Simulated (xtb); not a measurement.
HS (SMILES [SH-]), charge -1, singlet, from a rough starting geometry; GFN2-xTB run with xtb.

xtb was given this input:
```
$ xtb mol.xyz --gfn 2 --chrg -1 --opt vtight --json

# file mol.xyz
2

S     -0.04496013     0.47410725     0.49325312
H     -0.02593604    -0.49756266    -0.44322149
```

It wrote (shortened):

```
   ID    Z sym.   atoms
    1   16 S      1
    2    1 H      2

           -------------------------------------------------
          |                Calculation Setup                |
           -------------------------------------------------

           -------------------------------------------------
          |                 G F N 2 - x T B                 |
           -------------------------------------------------

          ...................................................
          :                      SETUP                      :
          :.................................................:
          :  # basis functions                  11          :
          :  # atomic orbitals                  10          :
          :  # shells                            4          :
          :  # electrons                         8          :
          :  max. iterations                   250          :
          :  Hamiltonian                  GFN2-xTB          :
          :  restarted?                      false          :
          :  GBSA solvation                  false          :
          :  PC potential                    false          :
          :  electronic temp.          300.0000000     K    :
          :  accuracy                    1.0000000          :
          :  -> integral cutoff          0.2500000E+02      :
          :  -> integral neglect         0.1000000E-07      :
          :  -> SCF convergence          0.1000000E-05 Eh   :
          :  -> wf. convergence          0.1000000E-03 e    :
          :  Broyden damping             0.4000000          :
          :  net charge                         -1          :
          :  unpaired electrons                  0          :
          ...................................................

 iter      E             dE          RMSdq      gap      omega  full diag
   1     -3.9561572 -0.395616E+01  0.682E+00    5.90       0.0  T
   2     -3.9576928 -0.153561E-02  0.380E+00    5.51       1.0  T
   3     -3.9581207 -0.427819E-03  0.356E-01    5.05       1.0  T
   4     -3.9581493 -0.286115E-04  0.179E-01    5.09       1.0  T
   5     -3.9581482  0.109922E-05  0.104E-01    5.08       1.0  T
   6     -3.9581506 -0.244307E-05  0.333E-02    5.08       2.1  T
   7     -3.9581508 -0.185486E-06  0.128E-03    5.08      55.4  T
   8     -3.9581508 -0.177763E-09  0.563E-04    5.08     125.5  T
   9     -3.9581508 -0.627165E-10  0.591E-06    5.08   11959.4  T

   *** convergence criteria satisfied after 9 iterations ***

         :::::::::::::::::::::::::::::::::::::::::::::::::::::
         ::                     SUMMARY                     ::
         :::::::::::::::::::::::::::::::::::::::::::::::::::::
         :: total energy              -3.949978228048 Eh    ::
         :: gradient norm              0.006886417808 Eh/a0 ::
         :: HOMO-LUMO gap              5.084342041306 eV    ::
         ::.................................................::
         :: SCC energy                -3.958150799185 Eh    ::
         :: -> isotropic ES            0.162100217047 Eh    ::
         :: -> anisotropic ES         -0.001206965125 Eh    ::
         :: -> anisotropic XC          0.002992524063 Eh    ::
         :: -> dispersion             -0.000247054859 Eh    ::
         :: repulsion energy           0.008172571137 Eh    ::
         :: add. restraining           0.000000000000 Eh    ::
         :: total charge              -1.000000000000 e     ::
         :::::::::::::::::::::::::::::::::::::::::::::::::::::

      -----------------------------------------------------------
     |                   =====================                   |
     |                        A N C O P T                        |
     |                   =====================                   |
     |               Approximate Normal Coordinate               |
     |                Rational Function Optimizer                |
[...]
 * total energy  :    -3.9499782 Eh     change       -0.3552714E-14 Eh
 * total energy  :    -3.9500244 Eh     change       -0.4619339E-04 Eh
 * total energy  :    -3.9500386 Eh     change       -0.1422276E-04 Eh
 * total energy  :    -3.9500387 Eh     change       -0.1934454E-07 Eh
   *** GEOMETRY OPTIMIZATION CONVERGED AFTER 4 ITERATIONS ***
[...]
         ::                     SUMMARY                     ::
         :::::::::::::::::::::::::::::::::::::::::::::::::::::
         :: total energy              -3.950038663542 Eh    ::
         :: gradient norm              0.000078480775 Eh/a0 ::
         :: HOMO-LUMO gap              5.171162963851 eV    ::
         ::.................................................::
         :: SCC energy                -3.959110845371 Eh    ::
         :: -> isotropic ES            0.162520526197 Eh    ::
         :: -> anisotropic ES         -0.001332808305 Eh    ::
         :: -> anisotropic XC          0.002947417553 Eh    ::
         :: -> dispersion             -0.000243274706 Eh    ::
         :: repulsion energy           0.009072181829 Eh    ::
         :: add. restraining           0.000000000000 Eh    ::
         :: total charge              -1.000000000000 e     ::
         :::::::::::::::::::::::::::::::::::::::::::::::::::::

           -------------------------------------------------
          |                Property Printout                |
           -------------------------------------------------

    * Orbital Energies and Occupations

         #    Occupation            Energy/Eh            Energy/eV
      -------------------------------------------------------------
         1        2.0000           -0.4154380             -11.3046
         2        2.0000           -0.2107770              -5.7355
         3        2.0000           -0.0810984              -2.2068
         4        2.0000           -0.0810984              -2.2068 (HOMO)
         5                          0.1089383               2.9644 (LUMO)
         6                          0.2486803               6.7669
         7                          0.2486803               6.7669
         8                          0.2677678               7.2863
         9                          0.2677678               7.2863
        10                          0.6979308              18.9917
      -------------------------------------------------------------
                  HL-Gap            0.1900367 Eh            5.1712 eV
             Fermi-level            0.0139200 Eh            0.3788 eV

     #   Z          covCN         q      C6AA      α(0)
     1  16 S        0.922    -1.046   191.103    23.382
     2   1 H        0.922     0.046     2.372     2.408

 Mol. C6AA /au·bohr⁶  :        235.968973
 Mol. C8AA /au·bohr⁸  :      10425.170030
 Mol. α(0) /au        :         25.790488

Wiberg/Mayer (AO) data.
largest (>0.10) Wiberg bond orders for each atom

 ---------------------------------------------------------------------------
     #   Z sym  total        # sym  WBO       # sym  WBO       # sym  WBO
 ---------------------------------------------------------------------------
     1  16 S    0.998 --     2 H    0.998
     2   1 H    0.998 --     1 S    0.998
 ---------------------------------------------------------------------------

Topologies differ in total number of bonds
Writing topology from bond orders to xtbtopo.mol

molecular dipole:
                 x           y           z       tot (Debye)
 q only:        0.086      -0.971      -1.004
   full:        0.089      -1.108      -1.137       4.042
molecular quadrupole (traceless):
                xx          xy          yy          xz          yz          zz
 q only:        0.815       0.121      -0.349       0.126      -1.233      -0.465
  q+dip:        0.931       0.138      -0.400       0.143      -1.407      -0.531
   full:        0.483       0.125      -0.151       0.129      -0.736      -0.332

optimized geometry written to: xtbopt.xyz

           -------------------------------------------------
          | TOTAL ENERGY               -3.950038663542 Eh   |
          | GRADIENT NORM               0.000078480775 Eh/α |
          | HOMO-LUMO GAP               5.171162963851 eV   |
           -------------------------------------------------

normal termination of xtb
```
